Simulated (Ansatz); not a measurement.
Mulliken charges of `[SiH3][S][GeH3]` from B3LYP/def2-TZVPP in Ansatz (PBE0-D4/def2-TZVP geometry).

```tsv
atom	x (Å)	y (Å)	z (Å)	charge (e)
Si1	-0.690	1.166	-0.913	0.298
S2	1.295	0.504	-0.513	-0.347
Ge3	0.801	-1.156	0.886	0.181
H4	-1.504	0.078	-1.517	-0.055
H5	-0.573	2.297	-1.864	-0.049
H6	-1.365	1.619	0.332	-0.055
H7	2.145	-1.775	1.284	0.015
H8	-0.089	-2.185	0.172	0.006
H9	0.068	-0.595	2.116	0.006
```

**Question.** By hand: the dipole of these point charges (1 e Å = 4.8032 D).

**Answer.** Σ q r = (-0.292, -0.286, 0.256) e Å, of length 0.482 e Å = 2.32 D.

**Question.** How does the dipole of the full density compare? (Estimate.)

**Answer.** Ansatz gave: (-0.141, -0.138, 0.123) e Å, 1.12 D; the point charges give 2.07 times that, at 0° from its direction.

Point charges leave out the atoms' own dipoles, such as those of lone pairs, and Mulliken's split depends on the basis, so the two needn't agree.

B3LYP here is the variant with VWN-RPA as its local correlation; programs differ in this.
